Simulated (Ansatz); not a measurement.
H6OSeSi2 (`O[SiH]([SiH3])[SeH]`). The species carries charge 0 and has multiplicity 1. All single points use the PBE0-D4/def2-TZVP geometry. It is one conformer, not always the lowest.

```xyz
10

O     0.268   -1.897    0.967
Si    0.296   -0.251    0.903
Si   -1.191    0.632   -0.674
Se    2.358    0.611    0.415
H     0.649   -2.377    0.230
H     0.012    0.189    2.289
H    -0.682    0.305   -2.036
H    -1.258    2.110   -0.531
H    -2.558    0.061   -0.531
H     2.106    0.619   -1.032
```

What is the dipole moment at B3LYP/def2-TZVPP? (An estimate is asked.)

Ansatz gave: 1.42 D, with components (-0.23, -0.46, -1.33) D in this frame, pointing from negative to positive charge.

And with PBE, r2SCAN, ωB97M-V? (Estimate.)

The calculation gave: PBE 1.39 D, r2SCAN 1.48 D, ωB97M-V 1.47 D.

Give the Mulliken charges with B3LYP, r2SCAN, ωB97M-V in def2-TZVPP. (Estimate.)

Ansatz gave: 
```csv
atom,B3LYP,r2SCAN,ωB97M-V
O1,-0.38,-0.40,-0.36
Si2,0.44,0.45,0.35
Si3,0.12,0.13,0.01
Se4,-0.19,-0.21,-0.20
H5,0.18,0.20,0.18
H6,-0.06,-0.07,-0.01
H7,-0.06,-0.06,-0.02
H8,-0.05,-0.05,-0.01
H9,-0.05,-0.06,-0.02
H10,0.05,0.07,0.07
```

B3LYP here is the variant with VWN-RPA as its local correlation; programs differ in this.
